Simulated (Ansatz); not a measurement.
Gas-phase reaction R1 + R2 → P1 + P2, each structure at its B3LYP-D3(BJ)/def2-TZVP stationary point, reached from a drawn start (curvature not checked).
R1: CH5Sn (SMILES [CH3][SnH2]), charge 0, multiplicity 2.
P1: H2Sn (SMILES [SnH2]), charge 0, multiplicity 1.
P2, CH4 (SMILES C) (charge 0, multiplicity 1):
```xyz
5

C      0.0000     0.0000     0.0000
H      0.6289     0.6289     0.6289
H     -0.6289    -0.6289     0.6289
H      0.6289    -0.6289    -0.6289
H     -0.6289     0.6289    -0.6289
```
R2: H atom, charge 0, multiplicity 2.

P less R. No zero-point or thermal terms; singlets are restricted closed shells; open shells are unrestricted; no spin–orbit coupling.

Cores are frozen in the correlated methods. In cc and def2 sets filled d and f shells under p-block atoms count as core.

Run with Ansatz (Gaussian orbitals). No computed number here is a measurement. Elements past Kr take the def2 small-core potentials, without spin–orbit coupling.

Total energies in hartree:

```json
[
 {"structure": "R1", "PBE/def2-TZVPP": "-255.308342", "CCSD(T)/def2-QZVPP": "-254.447236"},
 {"structure": "P1", "PBE/def2-TZVPP": "-215.449048", "CCSD(T)/def2-QZVPP": "-214.603456"},
 {"structure": "P2", "PBE/def2-TZVPP": "-40.464286", "CCSD(T)/def2-QZVPP": "-40.451037"},
 {"structure": "R2", "PBE/def2-TZVPP": "-0.499616", "CCSD(T)/def2-QZVPP": "-0.499983"}
]
```

Task: Work out the reaction energy at each level in kcal/mol (1 hartree = 627.50947 kcal/mol), and say how far PBE/def2-TZVPP lies from CCSD(T)/def2-QZVPP.

Result: 
- PBE/def2-TZVPP: (-215.449048) + (-40.464286) − (-255.308342) − (-0.499616) = -0.105376 hartree = -66.12 kcal/mol
- CCSD(T)/def2-QZVPP: (-214.603456) + (-40.451037) − (-254.447236) − (-0.499983) = -0.107274 hartree = -67.32 kcal/mol
PBE/def2-TZVPP less CCSD(T)/def2-QZVPP: 1.20 kcal/mol. CCSD(T)/def2-QZVPP is the level counted from, the highest shown, and no exact or measured value.

Ansatz is a first-principles code.
